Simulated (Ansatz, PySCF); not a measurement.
Bond stretch in SMILES F[SiH3] (H₃FSi). The Si1–H5 bond (Si1 also carries F, H, H; H5 carries nothing else) is stretched with both fragments frozen at the PBE0/def2-TZVP optimised geometry.

- UHF/cc-pVTZ (Ansatz, an electronic-structure program)
- RHF/cc-pVTZ (Ansatz)
- UKS-PBE0 = unrestricted PBE0/cc-pVTZ run with Ansatz
- RKS-PBE0 = restricted PBE0/cc-pVTZ run with Ansatz
- UKS-PBE = unrestricted PBE/cc-pVTZ (Ansatz)
- RKS-PBE = restricted PBE/cc-pVTZ in Ansatz
- UKS-B3LYP/6-31G* = unrestricted B3LYP/6-31G*, spherical d run with PySCF
- RKS-B3LYP/6-31G* = PySCF 2.14.0 with restricted B3LYP/6-31G*, spherical d
- UKS-BP86/6-31G* = PySCF with unrestricted BP86/6-31G*, spherical d
- RKS-BP86/6-31G* = restricted BP86/6-31G*, spherical d run with PySCF 2.14.0

Scanned distances (Å): 1.19, 1.26, 1.32, 1.40, 1.45, 1.48, 1.51, 1.56, 1.63, 1.74, 1.82, 2.00, 2.24, 2.42, 2.66, 2.98, 3.20, 3.60, 3.92, 4.41, 5.15.

**Question.** Where does the unrestricted solution first break spin symmetry (<S²> of 0.01 or more)?

**Answer.** UHF: between 2.00 and 2.24 Å; UKS-PBE0: between 2.42 and 2.66 Å; UKS-PBE: between 2.66 and 2.98 Å; UKS-B3LYP/6-31G*: between 2.42 and 2.66 Å; UKS-BP86/6-31G*: between 2.66 and 2.98 Å.

```json
[
 {"R / Å": "1.19", "<S²> UHF": "0.00", "E(RHF) − E(UHF) / kcal/mol": "0.0", "<S²> UKS-PBE0": "0.00", "E(RKS-PBE0) − E(UKS-PBE0) / kcal/mol": "0.0", "<S²> UKS-PBE": "0.00", "E(RKS-PBE) − E(UKS-PBE) / kcal/mol": "0.0", "<S²> UKS-B3LYP/6-31G*": "0.00", "E(RKS-B3LYP/6-31G*) − E(UKS-B3LYP/6-31G*) / kcal/mol": "0.0", "<S²> UKS-BP86/6-31G*": "0.00", "E(RKS-BP86/6-31G*) − E(UKS-BP86/6-31G*) / kcal/mol": "0.0"},
 {"R / Å": "1.26", "<S²> UHF": "0.00", "E(RHF) − E(UHF) / kcal/mol": "0.0", "<S²> UKS-PBE0": "0.00", "E(RKS-PBE0) − E(UKS-PBE0) / kcal/mol": "0.0", "<S²> UKS-PBE": "0.00", "E(RKS-PBE) − E(UKS-PBE) / kcal/mol": "0.0", "<S²> UKS-B3LYP/6-31G*": "0.00", "E(RKS-B3LYP/6-31G*) − E(UKS-B3LYP/6-31G*) / kcal/mol": "0.0", "<S²> UKS-BP86/6-31G*": "0.00", "E(RKS-BP86/6-31G*) − E(UKS-BP86/6-31G*) / kcal/mol": "0.0"},
 {"R / Å": "1.32", "<S²> UHF": "0.00", "E(RHF) − E(UHF) / kcal/mol": "0.0", "<S²> UKS-PBE0": "0.00", "E(RKS-PBE0) − E(UKS-PBE0) / kcal/mol": "0.0", "<S²> UKS-PBE": "0.00", "E(RKS-PBE) − E(UKS-PBE) / kcal/mol": "0.0", "<S²> UKS-B3LYP/6-31G*": "0.00", "E(RKS-B3LYP/6-31G*) − E(UKS-B3LYP/6-31G*) / kcal/mol": "0.0", "<S²> UKS-BP86/6-31G*": "0.00", "E(RKS-BP86/6-31G*) − E(UKS-BP86/6-31G*) / kcal/mol": "0.0"},
 {"R / Å": "1.40", "<S²> UHF": "0.00", "E(RHF) − E(UHF) / kcal/mol": "0.0", "<S²> UKS-PBE0": "0.00", "E(RKS-PBE0) − E(UKS-PBE0) / kcal/mol": "0.0", "<S²> UKS-PBE": "0.00", "E(RKS-PBE) − E(UKS-PBE) / kcal/mol": "0.0", "<S²> UKS-B3LYP/6-31G*": "0.00", "E(RKS-B3LYP/6-31G*) − E(UKS-B3LYP/6-31G*) / kcal/mol": "0.0", "<S²> UKS-BP86/6-31G*": "0.00", "E(RKS-BP86/6-31G*) − E(UKS-BP86/6-31G*) / kcal/mol": "0.0"},
 {"R / Å": "1.45", "<S²> UHF": "0.00", "E(RHF) − E(UHF) / kcal/mol": "0.0", "<S²> UKS-PBE0": "0.00", "E(RKS-PBE0) − E(UKS-PBE0) / kcal/mol": "0.0", "<S²> UKS-PBE": "0.00", "E(RKS-PBE) − E(UKS-PBE) / kcal/mol": "0.0", "<S²> UKS-B3LYP/6-31G*": "0.00", "E(RKS-B3LYP/6-31G*) − E(UKS-B3LYP/6-31G*) / kcal/mol": "0.0", "<S²> UKS-BP86/6-31G*": "0.00", "E(RKS-BP86/6-31G*) − E(UKS-BP86/6-31G*) / kcal/mol": "0.0"},
 {"R / Å": "1.48", "<S²> UHF": "0.00", "E(RHF) − E(UHF) / kcal/mol": "0.0", "<S²> UKS-PBE0": "0.00", "E(RKS-PBE0) − E(UKS-PBE0) / kcal/mol": "0.0", "<S²> UKS-PBE": "0.00", "E(RKS-PBE) − E(UKS-PBE) / kcal/mol": "0.0", "<S²> UKS-B3LYP/6-31G*": "0.00", "E(RKS-B3LYP/6-31G*) − E(UKS-B3LYP/6-31G*) / kcal/mol": "0.0", "<S²> UKS-BP86/6-31G*": "0.00", "E(RKS-BP86/6-31G*) − E(UKS-BP86/6-31G*) / kcal/mol": "0.0"},
 {"R / Å": "1.51", "<S²> UHF": "0.00", "E(RHF) − E(UHF) / kcal/mol": "0.0", "<S²> UKS-PBE0": "0.00", "E(RKS-PBE0) − E(UKS-PBE0) / kcal/mol": "0.0", "<S²> UKS-PBE": "0.00", "E(RKS-PBE) − E(UKS-PBE) / kcal/mol": "0.0", "<S²> UKS-B3LYP/6-31G*": "0.00", "E(RKS-B3LYP/6-31G*) − E(UKS-B3LYP/6-31G*) / kcal/mol": "0.0", "<S²> UKS-BP86/6-31G*": "0.00", "E(RKS-BP86/6-31G*) − E(UKS-BP86/6-31G*) / kcal/mol": "0.0"},
 {"R / Å": "1.56", "<S²> UHF": "0.00", "E(RHF) − E(UHF) / kcal/mol": "0.0", "<S²> UKS-PBE0": "0.00", "E(RKS-PBE0) − E(UKS-PBE0) / kcal/mol": "0.0", "<S²> UKS-PBE": "0.00", "E(RKS-PBE) − E(UKS-PBE) / kcal/mol": "0.0", "<S²> UKS-B3LYP/6-31G*": "0.00", "E(RKS-B3LYP/6-31G*) − E(UKS-B3LYP/6-31G*) / kcal/mol": "0.0", "<S²> UKS-BP86/6-31G*": "0.00", "E(RKS-BP86/6-31G*) − E(UKS-BP86/6-31G*) / kcal/mol": "0.0"},
 {"R / Å": "1.63", "<S²> UHF": "0.00", "E(RHF) − E(UHF) / kcal/mol": "0.0", "<S²> UKS-PBE0": "0.00", "E(RKS-PBE0) − E(UKS-PBE0) / kcal/mol": "0.0", "<S²> UKS-PBE": "0.00", "E(RKS-PBE) − E(UKS-PBE) / kcal/mol": "0.0", "<S²> UKS-B3LYP/6-31G*": "0.00", "E(RKS-B3LYP/6-31G*) − E(UKS-B3LYP/6-31G*) / kcal/mol": "0.0", "<S²> UKS-BP86/6-31G*": "0.00", "E(RKS-BP86/6-31G*) − E(UKS-BP86/6-31G*) / kcal/mol": "0.0"},
 {"R / Å": "1.74", "<S²> UHF": "0.00", "E(RHF) − E(UHF) / kcal/mol": "0.0", "<S²> UKS-PBE0": "0.00", "E(RKS-PBE0) − E(UKS-PBE0) / kcal/mol": "0.0", "<S²> UKS-PBE": "0.00", "E(RKS-PBE) − E(UKS-PBE) / kcal/mol": "0.0", "<S²> UKS-B3LYP/6-31G*": "0.00", "E(RKS-B3LYP/6-31G*) − E(UKS-B3LYP/6-31G*) / kcal/mol": "0.0", "<S²> UKS-BP86/6-31G*": "0.00", "E(RKS-BP86/6-31G*) − E(UKS-BP86/6-31G*) / kcal/mol": "0.0"},
 {"R / Å": "1.82", "<S²> UHF": "0.00", "E(RHF) − E(UHF) / kcal/mol": "0.0", "<S²> UKS-PBE0": "0.00", "E(RKS-PBE0) − E(UKS-PBE0) / kcal/mol": "0.0", "<S²> UKS-PBE": "0.00", "E(RKS-PBE) − E(UKS-PBE) / kcal/mol": "0.0", "<S²> UKS-B3LYP/6-31G*": "0.00", "E(RKS-B3LYP/6-31G*) − E(UKS-B3LYP/6-31G*) / kcal/mol": "0.0", "<S²> UKS-BP86/6-31G*": "0.00", "E(RKS-BP86/6-31G*) − E(UKS-BP86/6-31G*) / kcal/mol": "0.0"},
 {"R / Å": "2.00", "<S²> UHF": "0.00", "E(RHF) − E(UHF) / kcal/mol": "0.0", "<S²> UKS-PBE0": "0.00", "E(RKS-PBE0) − E(UKS-PBE0) / kcal/mol": "0.0", "<S²> UKS-PBE": "0.00", "E(RKS-PBE) − E(UKS-PBE) / kcal/mol": "0.0", "<S²> UKS-B3LYP/6-31G*": "0.00", "E(RKS-B3LYP/6-31G*) − E(UKS-B3LYP/6-31G*) / kcal/mol": "0.0", "<S²> UKS-BP86/6-31G*": "0.00", "E(RKS-BP86/6-31G*) − E(UKS-BP86/6-31G*) / kcal/mol": "0.0"},
 {"R / Å": "2.24", "<S²> UHF": "0.19", "E(RHF) − E(UHF) / kcal/mol": "0.7", "<S²> UKS-PBE0": "0.00", "E(RKS-PBE0) − E(UKS-PBE0) / kcal/mol": "0.0", "<S²> UKS-PBE": "0.00", "E(RKS-PBE) − E(UKS-PBE) / kcal/mol": "0.0", "<S²> UKS-B3LYP/6-31G*": "0.00", "E(RKS-B3LYP/6-31G*) − E(UKS-B3LYP/6-31G*) / kcal/mol": "0.0", "<S²> UKS-BP86/6-31G*": "0.00", "E(RKS-BP86/6-31G*) − E(UKS-BP86/6-31G*) / kcal/mol": "0.0"},
 {"R / Å": "2.42", "<S²> UHF": "0.50", "E(RHF) − E(UHF) / kcal/mol": "6.1", "<S²> UKS-PBE0": "0.00", "E(RKS-PBE0) − E(UKS-PBE0) / kcal/mol": "0.0", "<S²> UKS-PBE": "0.00", "E(RKS-PBE) − E(UKS-PBE) / kcal/mol": "0.0", "<S²> UKS-B3LYP/6-31G*": "0.00", "E(RKS-B3LYP/6-31G*) − E(UKS-B3LYP/6-31G*) / kcal/mol": "0.0", "<S²> UKS-BP86/6-31G*": "0.00", "E(RKS-BP86/6-31G*) − E(UKS-BP86/6-31G*) / kcal/mol": "0.0"},
 {"R / Å": "2.66", "<S²> UHF": "0.73", "E(RHF) − E(UHF) / kcal/mol": "17.6", "<S²> UKS-PBE0": "0.31", "E(RKS-PBE0) − E(UKS-PBE0) / kcal/mol": "1.1", "<S²> UKS-PBE": "0.00", "E(RKS-PBE) − E(UKS-PBE) / kcal/mol": "0.0", "<S²> UKS-B3LYP/6-31G*": "0.20", "E(RKS-B3LYP/6-31G*) − E(UKS-B3LYP/6-31G*) / kcal/mol": "0.5", "<S²> UKS-BP86/6-31G*": "0.00", "E(RKS-BP86/6-31G*) − E(UKS-BP86/6-31G*) / kcal/mol": "0.0"},
 {"R / Å": "2.98", "<S²> UHF": "0.89", "E(RHF) − E(UHF) / kcal/mol": "35.0", "<S²> UKS-PBE0": "0.70", "E(RKS-PBE0) − E(UKS-PBE0) / kcal/mol": "8.5", "<S²> UKS-PBE": "0.51", "E(RKS-PBE) − E(UKS-PBE) / kcal/mol": "2.5", "<S²> UKS-B3LYP/6-31G*": "0.60", "E(RKS-B3LYP/6-31G*) − E(UKS-B3LYP/6-31G*) / kcal/mol": "6.0", "<S²> UKS-BP86/6-31G*": "0.40", "E(RKS-BP86/6-31G*) − E(UKS-BP86/6-31G*) / kcal/mol": "1.5"},
 {"R / Å": "3.20", "<S²> UHF": "0.94", "E(RHF) − E(UHF) / kcal/mol": "46.4", "<S²> UKS-PBE0": "0.84", "E(RKS-PBE0) − E(UKS-PBE0) / kcal/mol": "14.9", "<S²> UKS-PBE": "0.74", "E(RKS-PBE) − E(UKS-PBE) / kcal/mol": "6.5", "<S²> UKS-B3LYP/6-31G*": "0.76", "E(RKS-B3LYP/6-31G*) − E(UKS-B3LYP/6-31G*) / kcal/mol": "11.2", "<S²> UKS-BP86/6-31G*": "0.65", "E(RKS-BP86/6-31G*) − E(UKS-BP86/6-31G*) / kcal/mol": "4.8"},
 {"R / Å": "3.60", "<S²> UHF": "0.98", "E(RHF) − E(UHF) / kcal/mol": "64.7", "<S²> UKS-PBE0": "0.95", "E(RKS-PBE0) − E(UKS-PBE0) / kcal/mol": "26.0", "<S²> UKS-PBE": "0.93", "E(RKS-PBE) − E(UKS-PBE) / kcal/mol": "14.4", "<S²> UKS-B3LYP/6-31G*": "0.92", "E(RKS-B3LYP/6-31G*) − E(UKS-B3LYP/6-31G*) / kcal/mol": "20.9", "<S²> UKS-BP86/6-31G*": "0.88", "E(RKS-BP86/6-31G*) − E(UKS-BP86/6-31G*) / kcal/mol": "11.9"},
 {"R / Å": "3.92", "<S²> UHF": "0.99", "E(RHF) − E(UHF) / kcal/mol": "76.7", "<S²> UKS-PBE0": "0.98", "E(RKS-PBE0) − E(UKS-PBE0) / kcal/mol": "33.4", "<S²> UKS-PBE": "0.97", "E(RKS-PBE) − E(UKS-PBE) / kcal/mol": "19.8", "<S²> UKS-B3LYP/6-31G*": "0.97", "E(RKS-B3LYP/6-31G*) − E(UKS-B3LYP/6-31G*) / kcal/mol": "27.6", "<S²> UKS-BP86/6-31G*": "0.95", "E(RKS-BP86/6-31G*) − E(UKS-BP86/6-31G*) / kcal/mol": "17.1"},
 {"R / Å": "4.41", "<S²> UHF": "1.00", "E(RHF) − E(UHF) / kcal/mol": "91.3", "<S²> UKS-PBE0": "1.00", "E(RKS-PBE0) − E(UKS-PBE0) / kcal/mol": "41.6", "<S²> UKS-PBE": "1.00", "E(RKS-PBE) − E(UKS-PBE) / kcal/mol": "25.8", "<S²> UKS-B3LYP/6-31G*": "0.99", "E(RKS-B3LYP/6-31G*) − E(UKS-B3LYP/6-31G*) / kcal/mol": "35.2", "<S²> UKS-BP86/6-31G*": "0.99", "E(RKS-BP86/6-31G*) − E(UKS-BP86/6-31G*) / kcal/mol": "22.9"},
 {"R / Å": "5.15", "<S²> UHF": "1.00", "E(RHF) − E(UHF) / kcal/mol": "106.2", "<S²> UKS-PBE0": "1.00", "E(RKS-PBE0) − E(UKS-PBE0) / kcal/mol": "48.8", "<S²> UKS-PBE": "1.00", "E(RKS-PBE) − E(UKS-PBE) / kcal/mol": "30.6", "<S²> UKS-B3LYP/6-31G*": "1.00", "E(RKS-B3LYP/6-31G*) − E(UKS-B3LYP/6-31G*) / kcal/mol": "41.8", "<S²> UKS-BP86/6-31G*": "1.00", "E(RKS-BP86/6-31G*) − E(UKS-BP86/6-31G*) / kcal/mol": "27.6"}
]
```
